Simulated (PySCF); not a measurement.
**Vibration and rotation of SiPb⁺**

UHF-CCSD(T) constants of SiPb⁺, ⁴Σ⁻ (quartet), unpaired electrons σ ↑, π ↑↑ (PySCF, scalar-relativistic core potentials, basis sets Si def2-SVPD, Pb def2-SVPD with ECP60; masses 27.9769 and 207.9766 u):

- ωe: 271.2 cm⁻¹
- ωexe: 1.09 cm⁻¹
- Be: 0.096805 cm⁻¹
- αe: 0.000491 cm⁻¹
- D (centrifugal): 4.94e-08 cm⁻¹

(1) Give the vibrational terms G(v) and spacings up to v = 6.

Correlated steps freeze 9 core orbitals. These are scalar-relativistic numbers at best; spin–orbit coupling would shift them, the dissociation energy most. The state is the lowest determinant that a PBE0 search found; another state may lie lower at other levels.

## Answers

(1) G(v) = ωe(v+½) − ωexe(v+½)².

```
v  G(v) (cm⁻¹)  G(v) − G(v−1)  Bv (cm⁻¹)
0        135.3                   0.09656
1        404.3          269.0    0.09607
2        671.2          266.8    0.09558
3        935.8          264.7    0.09509
4       1198.3          262.5    0.09460
5       1458.6          260.3    0.09410
6       1716.7          258.1    0.09361
```
